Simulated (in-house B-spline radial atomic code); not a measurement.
**RPA and G0W0 on SCAN: Al³⁺**

Configuration [He] 2s2 2p6, mean-field start SCAN. Computed with a B-spline radial code for spherical atoms: all electrons, scalar-relativistic (spin-free one-electron X2C), finite nucleus, each spin shell either full or empty, empty states to l = 9 with an (l + 1/2)⁻⁴ tail; G0W0 by contour deformation at full frequency.

Command:
```bash
python run_gw.py task.json out
```
Settings (radii: box in bohr, nucleus in fm):
```
Z                        13
electrons                10
configuration            [He] 2s2 2p6
hamiltonian              x2c
method                   scan,scan
lmax                     9
rms_radius               3.061
spin_polarised           False
box_radius               14.14
intervals                70
```

Run time, properties included: 1.3 s on 1 thread of Arm Neoverse N1, with other jobs on the host.

Energies (hartree):

| term | value |
| --- | --- |
| mean-field total | -240.86421 |
| Hartree-Fock functional on these orbitals | -240.43080 |
| direct second order | -0.67198 |
| second-order exchange | 0.2379 |
| SOSEX correction | 0.21953 |

What is the RPA correlation energy, and what remains with SOSEX?

RPA gives -0.59918 hartree (-1.63 eV per electron); RPA + SOSEX gives -0.37965, and the second-order doubles -0.43408 hartree (no singles). RPA lacks exchange-type terms and so overcorrelates at short range.

Quasi-particle levels (eV):

```
level  occupied  mean field  Σx - vxc     Σc  QP weight     G0W0
   2p       yes     -105.80    -15.96      ?          ?        ?
   2s       yes     -146.17    -21.68   5.49      0.928  -162.36
   3s        no      -30.12      2.25  -0.47      0.996  -28.347
```

G0W0 = mean field + (Σx - vxc) + Σc, with Σc (partial-wave tail included) taken at the quasi-particle energy. Levels of low weight are left out.

Where does G0W0 put 2p?

At -119.61 eV, with Σc = 2.14 eV and a quasi-particle weight of 0.959. The tabulated removal energy is 119.992 ± 0.0019 eV (NIST, measured); the calculation leaves out spin-orbit coupling, Breit and QED terms, and what these don't explain is the method's own error.
